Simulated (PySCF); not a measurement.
Compound: C6H6O2.
Numbering: `[CH3:1][C:2](=[O:3])[c:4]1[cH:5][cH:6][cH:7][o:8]1` (hydrogens: H9, H10, H11 on C1; H12 on C5; H13 on C6; H14 on C7)

The same species was optimised twice, with GFN2-xTB and with PBE0-D3(BJ)/def2-SVP (PySCF), and the same property calculations (PySCF, gas phase) were run on both structures.

| coordinate | GFN2-xTB | PBE0-D3(BJ)/def2-SVP | change |
| --- | --- | --- | --- |
| C5–C6 (Å) | 1.408 | 1.421 | +0.013 |
| C2–C4 (Å) | 1.463 | 1.470 | +0.007 |
| C7–O8 (Å) | 1.334 | 1.340 | +0.006 |
| C4–C5 (Å) | 1.377 | 1.372 | -0.005 |
| C6–C7 (Å) | 1.366 | 1.368 | +0.002 |
| C4–O8 (Å) | 1.356 | 1.358 | +0.002 |
| C2=O3 (Å) | 1.211 | 1.213 | +0.002 |
| C1–C2 (Å) | 1.507 | 1.506 | -0.001 |
| C1–C2–C4 (°) | 114.8 | 117.0 | +2.2 |
| O3–C2–C4 (°) | 121.7 | 120.0 | -1.7 |
| C2–C4–O8 (°) | 120.5 | 119.2 | -1.3 |
| C2–C4–C5 (°) | 130.0 | 131.0 | +1.0 |
| C1–C2–O3 (°) | 123.5 | 122.9 | -0.6 |
| C6–C7–O8 (°) | 111.1 | 110.7 | -0.4 |
| C4–O8–C7 (°) | 107.3 | 107.5 | +0.2 |
| C5–C4–O8 (°) | 109.5 | 109.7 | +0.2 |
| C1–C2–C4–C5 (°) | 180 | 180 | 0 |

Rotational constants: A = 4880, B = 1657, C = 1246 MHz (GFN2-xTB) against A = 4878, B = 1640, C = 1237 MHz (PBE0-D3(BJ)/def2-SVP). Point groups within 0.08 Å: Cs and Cs.

On the GFN2-xTB structure: HOMO (eV) -7.13 [PBE0/pcSseg-1]; LUMO (eV) -1.54 [PBE0/pcSseg-1]; dipole (D) 3.38 [PBE0/pcSseg-1]; GIAO shielding of C1 (ppm) 157.7 [PBE0/pcSseg-1]; GIAO shielding of C2 (ppm) -2.5 [PBE0/pcSseg-1]; GIAO shielding of O3 (ppm) -279.6 [PBE0/pcSseg-1]; GIAO shielding of C4 (ppm) 26.6 [PBE0/pcSseg-1]; GIAO shielding of C5 (ppm) 62.8 [PBE0/pcSseg-1]; GIAO shielding of C6 (ppm) 67.4 [PBE0/pcSseg-1]; GIAO shielding of C7 (ppm) 37.0 [PBE0/pcSseg-1]; GIAO shielding of O8 (ppm) 33.3 [PBE0/pcSseg-1].

**Question.** What do these properties become on the PBE0-D3(BJ)/def2-SVP structure?

**Answer.** 
| property | level | on GFN2-xTB | on PBE0-D3(BJ)/def2-SVP | change |
| --- | --- | --- | --- | --- |
| HOMO (eV) | PBE0/pcSseg-1 | -7.13 | -7.14 | -0.01 |
| LUMO (eV) | PBE0/pcSseg-1 | -1.54 | -1.53 | +0.01 |
| dipole (D) | PBE0/pcSseg-1 | 3.38 | 3.30 | -0.08 |
| energy, GFN2-xTB geometry as zero (kcal/mol) | PBE0/pcSseg-1 | 0.0 | -0.6 | -0.6 |
| GIAO shielding of C1 (ppm) | PBE0/pcSseg-1 | 157.7 | 156.1 | -1.6 |
| GIAO shielding of C2 (ppm) | PBE0/pcSseg-1 | -2.5 | -3.8 | -1.3 |
| GIAO shielding of O3 (ppm) | PBE0/pcSseg-1 | -279.6 | -292.2 | -12.6 |
| GIAO shielding of C4 (ppm) | PBE0/pcSseg-1 | 26.6 | 26.7 | +0.1 |
| GIAO shielding of C5 (ppm) | PBE0/pcSseg-1 | 62.8 | 63.1 | +0.3 |
| GIAO shielding of C6 (ppm) | PBE0/pcSseg-1 | 67.4 | 66.4 | -1.0 |
| GIAO shielding of C7 (ppm) | PBE0/pcSseg-1 | 37.0 | 36.0 | -1.0 |
| GIAO shielding of O8 (ppm) | PBE0/pcSseg-1 | 33.3 | 30.5 | -2.8 |

The heavy atoms differ by 0.015 Å rms after alignment. Among bonds between heavy atoms C5–C6 changes most (+0.013 Å). Changes are differences of the printed values. Neither structure is proved a minimum here.

The values belong to the conformer `[CH3:1][C:2](=[O:3])[c:4]1[cH:5][cH:6][cH:7][o:8]1`: C1–C2–C4–C5 180°.
